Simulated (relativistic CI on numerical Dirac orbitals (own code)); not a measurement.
**Hyperfine structure of Tl60+, mass number 205**

Calculated at this level of theory: Dirac-Coulomb-Breit CI, KLI orbitals optimised for each configuration, QED by a radiative potential, unscaled Slater integrals (own radial code, finite nucleus).

Configurations in the expansion (outside the closed core [Ne]): 3s²3p⁶3d³, 3s²3p⁵3d⁴, 3s3p⁶3d⁴, 3s²3p⁶3d²4s, 3s²3p⁶3d²4p, 3s²3p⁶3d²4d, 3s²3p⁵3d³4s, 3s²3p⁶3d²4f, 3s²3p⁵3d³4p, 3s3p⁶3d³4s, 3p⁶3d⁴4p, 3p⁶3d⁵, 3p⁵3d⁶, 3p⁵3d⁵4s, 3p⁶3d⁴4s, 3p⁵3d⁴4s², 3s²3p⁶3d4s², 3s²3p⁶4s²4p, 3s²3p⁶4s²4d. Double excitations out of closed p, d and f shells are left out; levels of such configurations are missing from the list, as are those of other unlisted configurations, and high levels can miss mixing partners. These lack a partner that the ground configuration has and come out too high: 3s²3p⁵3d³4p.

Nuclear spin I = 1/2, μ = 1.632 μN (tables of Stone and Pyykkö). The electronic factors are computed for point nuclear moments, without core polarisation or the Bohr-Weisskopf and QED corrections.

```tsv
Level	E (cm⁻¹)	A (GHz)
3s²3p⁶3d³ ⁴F5/2	833166	283.5
3s²3p⁶3d³ ²G7/2	926814	311.6
3s²3p⁶3d³ ⁴P1/2	941922	-191.5
3s²3p⁶3d³ ⁴F7/2	1745805	227.4
3s²3p⁶3d³ ²P1/2	1870234	-89.9
3s²3p⁶3d³ ²H11/2	1873513	272.7
3s²3p⁶3d³ ²F7/2	1965278	282.3
```

Levels with J = 0, under 50 % of one LS term, or S terms without an open s electron are left out. Small factors come from cancelling terms and can be off by tens of per cent or more.

At this charge energies of transitions that change n are usually good to better than 1 %, and those within a shell (Δn = 0) to a few per cent.

Task: Give the hyperfine levels of 3s²3p⁶3d³ ⁴F5/2 relative to its centre of gravity.

Result: With K = F(F + 1) − I(I + 1) − J(J + 1), E = AK/2: F = 2: -496.1, F = 3: 354.4 GHz.

LS names give the leading component of a level, which can be under half, so a name can repeat, a term be missing and a line seem to break the LS rules.
